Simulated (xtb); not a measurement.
Ge(H)2(Et)(NH2) (C2H9GeN), SMILES [CH2](C)[GeH2][NH2]. All values are semi-empirical tight-binding results from xtb (GFN2-xTB unless named), good for trends rather than for accurate numbers. The structure is a stationary point at GFN2-xTB. The values are those of a single conformer.

Optimised geometry:

Bond lengths (Å): Ge1–N2 1.818, Ge1–C3 1.978, Ge1–H5 1.504, Ge1–H6 1.522, N2–H7 1.010, N2–H8 1.010, C3–C4 1.523, C3–H9 1.091, C3–H10 1.091, C4–H11 1.089, C4–H12 1.089, C4–H13 1.089. Bond angles (°): N2–Ge1–C3 108.0, N2–Ge1–H5 104.4, N2–Ge1–H6 113.3, C3–Ge1–H5 113.1, C3–Ge1–H6 111.0, H5–Ge1–H6 107.0, Ge1–N2–H7 116.2, Ge1–N2–H8 116.6, H7–N2–H8 108.0, Ge1–C3–C4 113.2, Ge1–C3–H9 108.4, Ge1–C3–H10 109.0, C4–C3–H9 109.7, C4–C3–H10 109.5, H9–C3–H10 106.9, C3–C4–H11 110.7, C3–C4–H12 110.9, C3–C4–H13 110.6, H11–C4–H12 108.2, H11–C4–H13 108.3, H12–C4–H13 108.1.
Charge 0, spin multiplicity 1.

For metal compounds this method's bond lengths and energies can be far off.

Computed properties:
```
Item                                          Result
-------------------------------------  -------------
orbital gap                                  8.05 eV
zero-point energy                      64.7 kcal/mol
G − E(el) at 298.15 K (modified RRHO)  45.1 kcal/mol
```

Computed atomic charges and the Wiberg bond orders between heavy atoms:
charges (e) Ge1 0.16, N2 -0.37, C3 -0.09, C4 -0.09, H5 -0.04, H6 -0.04, H7 0.16, H8 0.16, H9 0.04, H10 0.03, H11 0.03, H12 0.03, H13 0.03. Bond orders Ge1–N2 1.14, Ge1–C3 0.86, C3–C4 1.03.
